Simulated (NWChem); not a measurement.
System: C$_{8}$H$_{11}$Al; SMILES [CH3][Al]([CH3])[c]1ccccc1

```xyz
20

Al     0.0000     0.0000     1.7183
C      0.0000    -1.7333     2.6636
H     -0.8786    -2.3384     2.3997
H      0.0000    -1.6194     3.7542
H      0.8786    -2.3384     2.3997
C      0.0000     1.7333     2.6636
H      0.8786     2.3384     2.3997
H      0.0000     1.6194     3.7542
H     -0.8786     2.3384     2.3997
C      0.0000     0.0000    -0.2473
C      0.0000     1.2020    -0.9878
C      0.0000     1.2084    -2.3841
C      0.0000     0.0000    -3.0847
C      0.0000    -1.2084    -2.3841
C      0.0000    -1.2020    -0.9878
H      0.0000     2.1573    -0.4648
H      0.0000     2.1514    -2.9259
H      0.0000     0.0000    -4.1721
H      0.0000    -2.1514    -2.9259
H      0.0000    -2.1573    -0.4648
```
Atoms are numbered in this order, from 1.

Program: NWChem. Geometry: optimised at B3LYP/6-31G* (spherical d). Not confirmed as a minimum by frequencies.

For level PBE/def2-SVP:

* **highest occupied level (eV)**: -6.14

Question: How do the values read with level PBE/def2-SVPD instead?

Answer: 
- highest occupied level (eV) = -6.27
